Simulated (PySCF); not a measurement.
Computed structure and properties of [Eu(H2S)3]3+

System: [Eu(H2S)3]3+ (singlet in the valence; each metal's 4f electrons, 6 of them, lie in its core potential, out of spins and levels); start: displaced along the imaginary mode (C1). Method: PySCF 2.14.0, RKS B3LYP, Eu lcecp-1-SVP with ECP52, S def2-SVP, H def2-SVP; non-relativistic Hamiltonian with scalar-relativistic core potentials where named; density fitting; no spin-orbit coupling.

Input of the relaxation:

```python
mol = gto.M(atom='''
Eu     0.00000     0.00000     0.00000
S      2.91394     0.06076     0.00684
H      3.33537    -0.74359     1.03078
H      3.33424    -0.76396    -1.00136
S     -1.50959     2.49317     0.00728
H     -0.84253     3.36404     0.86421
H     -1.18670     3.16579    -1.16793
S     -1.40435    -2.55393    -0.01413
H     -2.15684    -2.60502     1.15322
H     -2.48354    -2.41725    -0.87892''',
    basis={'Eu': 'lcecp-1-SVP', 'S': 'def2-SVP', 'H': 'def2-SVP'},
    ecp={'Eu': 'lcecp-1-SVP'},
    charge=3, spin=0)
mf = dft.RKS(mol, xc='B3LYP')
mf.grids.atom_grid = (50, 194)  # f atoms: unpruned, at least (60, 302)
mf = mf.density_fit()  # fitting sets: Eu AutoAux, S def2-universal-JKFIT, H def2-universal-JKFIT
mf.conv_tol = 1e-08; mf.max_cycle = 55
mf.kernel(dm0)  # dm0: converged density of the start geometry
# quasi-Newton relaxation in Cartesian coordinates to a largest gradient under 0.00045 Eh/bohr, steps kept in the point group
```

Run from Python with OMP_NUM_THREADS=2; the lines above give its settings. Where DIIS fails, smearing, a level shift and second-order steps follow.
It took 6.1 min on 2 threads of Arm Neoverse V1, with other jobs on the host, from the converged density of the start.

Course of the relaxation:

```json
{"step": "0", "energy above end (eV)": "0.0870", "largest force component within the symmetry (eV/Å)": "0.599"}
{"step": "1", "energy above end (eV)": "0.0646", "largest force component within the symmetry (eV/Å)": "0.126"}
{"step": "2", "energy above end (eV)": "0.0637", "largest force component within the symmetry (eV/Å)": "0.029"}
{"step": "3", "energy above end (eV)": "0.0635", "largest force component within the symmetry (eV/Å)": "0.024"}
{"step": "4", "energy above end (eV)": "0.0623", "largest force component within the symmetry (eV/Å)": "0.105"}
{"step": "5", "energy above end (eV)": "0.0625", "largest force component within the symmetry (eV/Å)": "0.280"}
{"step": "6", "energy above end (eV)": "0.0610", "largest force component within the symmetry (eV/Å)": "0.075"}
{"step": "7", "energy above end (eV)": "0.0602", "largest force component within the symmetry (eV/Å)": "0.047"}
{"step": "29", "energy above end (eV)": "0.0007", "largest force component within the symmetry (eV/Å)": "0.035"}
{"step": "30", "energy above end (eV)": "0.0006", "largest force component within the symmetry (eV/Å)": "0.045"}
{"step": "31", "energy above end (eV)": "0.0004", "largest force component within the symmetry (eV/Å)": "0.041"}
{"step": "32", "energy above end (eV)": "0.0002", "largest force component within the symmetry (eV/Å)": "0.031"}
{"step": "33", "energy above end (eV)": "0.0000", "largest force component within the symmetry (eV/Å)": "0.011"}
{"step": "34", "energy above end (eV)": "0.0000", "largest force component within the symmetry (eV/Å)": "0.010"}
```
(The steps between are left out.)

Relaxed geometry (C1):

```xyz
10

Eu    0.0832   -0.0428   -0.8831
S     2.7026    0.0221    0.3533
H     2.8537   -1.1204    1.0905
H     3.6086   -0.3066   -0.6199
S    -1.2981    2.2909    0.1202
H    -0.3516    3.2273    0.4362
H    -1.8132    2.9548   -0.9606
S    -1.5385   -2.3715   -0.3118
H    -1.4038   -2.6888    1.0119
H    -2.8430   -1.9650   -0.2368
```

```tsv
contact	Å
Eu1–S2 (H2S)	2.897
Eu1–S5 (H2S)	2.891
Eu1–S8 (H2S)	2.895
```

On the finer grid (75, 302):

The HOMO is -21.29 eV, the LUMO is -16.84 eV and the dipole about the centre of mass is 0.50 D. The set of Mulliken populations of Eu1 outside the core potential is s 2.33, p 6.20, d 0.86, f 0.02 and the D3(BJ) dispersion energy (not in the energies) is -0.450 eV.

```
atom  Mulliken (e)  Löwdin (e)  spin (e)
 Eu1          1.59        0.99      0.00
  S2         -0.01        0.45      0.00
  H3          0.24        0.11      0.00
  H4          0.24        0.11      0.00
  S5         -0.01        0.45      0.00
  H6          0.24        0.11      0.00
  H7          0.24        0.11      0.00
  S8         -0.01        0.46      0.00
  H9          0.24        0.11      0.00
 H10          0.24        0.11      0.00
```

The 4f levels lie in the core potential and are missing. Their spin isn't counted.

No frequency check is given for this geometry.

Taking off one H2S (charge 0, singlet; the rest: singlet) in vacuum, both parts rigid, costs 2.87 eV; the small basis without counterpoise inflates it. Parting with an electron moved from the ligand to the metal can be far cheaper, even downhill.

Rigid scan of H2S along the line from its metal:

distance to S2 (Å), energy (eV) and a bar:
```
     2.60      0.281 ##############################
     2.70      0.110 ############
     2.80      0.024 ###
     2.90      0.000 
     3.00      0.020 ##
     3.10      0.069 #######
     3.30      0.222 ########################
```

One start shape was tried, so this needn't be the lowest isomer.

An lcecp potential fixes the number of 4f electrons, so in runs with it no electron can move into or out of that shell.
